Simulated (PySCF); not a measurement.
A run for PySCF: U-B3LYP/LANL2DZ on BiClH2 (SMILES [Cl][BiH2]), a point of a bond scan (R = 2.433 Å).

```python
from pyscf import gto, scf, dft, mp
from pyscf.data.elements import chemcore

mol = gto.M(
    atom='''
    Bi   -0.26735610   -0.21428136    0.22757395
    H    -2.14323638    0.55489958   -1.11763942
    H    -0.10663524   -1.65617136   -0.84177071
    Cl    1.40906403    1.12270836   -1.01635216
    ''',
    basis='lanl2dz',
    ecp={'Bi': 'lanl2dz', 'Cl': 'lanl2dz'},
    charge=0, spin=0, verbose=3, max_memory=1800)
mf = dft.UKS(mol, xc='b3lyp')
mf.conv_tol = 1e-8
mf.max_cycle = 100
mf.init_guess_breaksym = True
mf.kernel()
if not mf.converged:
    mf = mf.newton().run(mf.mo_coeff, mf.mo_occ)
for _ in range(4):
    mo, _, stable, _ = mf.stability(return_status=True)
    if stable:
        break
    mf.kernel(mf.make_rdm1(mo, mf.mo_occ))
```

The log:

```
converged SCF energy = -21.5580006881895  <S^2> = 9.3337098e-09  2S+1 = 1
<class 'pyscf.dft.uks.UKS'> wavefunction is stable in the internal stability analysis
```

The calculation finished and met its thresholds.

Cost: very roughly 15 core-seconds.
